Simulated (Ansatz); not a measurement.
One change: `F[Si](F)(F)S` becomes `[OH][GaH][Si](F)(F)F`.

Ansatz, PBE0-D4/def2-TZVP geometries, multiplicity 1. Each molecule was computed in one conformer, which needn't be the lowest.

Scalar relativity is left out up to krypton.

```json
{"property": "size of the dipole moment (B3LYP/def2-TZVPP) / D", "`F[Si](F)(F)S`": "1.57"}
{"property": "HOMO energy (B3LYP/def2-TZVPP) / eV", "`F[Si](F)(F)S`": "-8.28"}
{"property": "LUMO energy (PBE/def2-TZVPP) / eV", "`F[Si](F)(F)S`": "-1.09"}
{"property": "HOMO–LUMO gap (B3LYP/def2-TZVPP) / eV", "`F[Si](F)(F)S`": "7.84"}
{"property": "HOMO energy (PBE0/def2-TZVPP) / eV", "`F[Si](F)(F)S`": "-8.55"}
{"property": "size of the dipole moment (PBE/def2-TZVPP) / D", "`F[Si](F)(F)S`": "1.49"}
```

**Question.** Give the same properties after the change, and the shifts. (Best estimate.)

**Answer.** Ansatz gave: 
```
                                        property  `[OH][GaH][Si](F)(F)F`  shift
size of the dipole moment (B3LYP/def2-TZVPP) / D                    0.64  -0.93
             HOMO energy (B3LYP/def2-TZVPP) / eV                   -8.36  -0.08
               LUMO energy (PBE/def2-TZVPP) / eV                   -2.92  -1.83
           HOMO–LUMO gap (B3LYP/def2-TZVPP) / eV                    5.93  -1.91
              HOMO energy (PBE0/def2-TZVPP) / eV                   -8.56  -0.01
  size of the dipole moment (PBE/def2-TZVPP) / D                    0.64  -0.85
```

The zero-point energy changes by 29.9 kJ/mol with +6 modes. Dipoles are sizes alone; their direction can turn.

B3LYP here is the variant with VWN-RPA as its local correlation; programs differ in this.
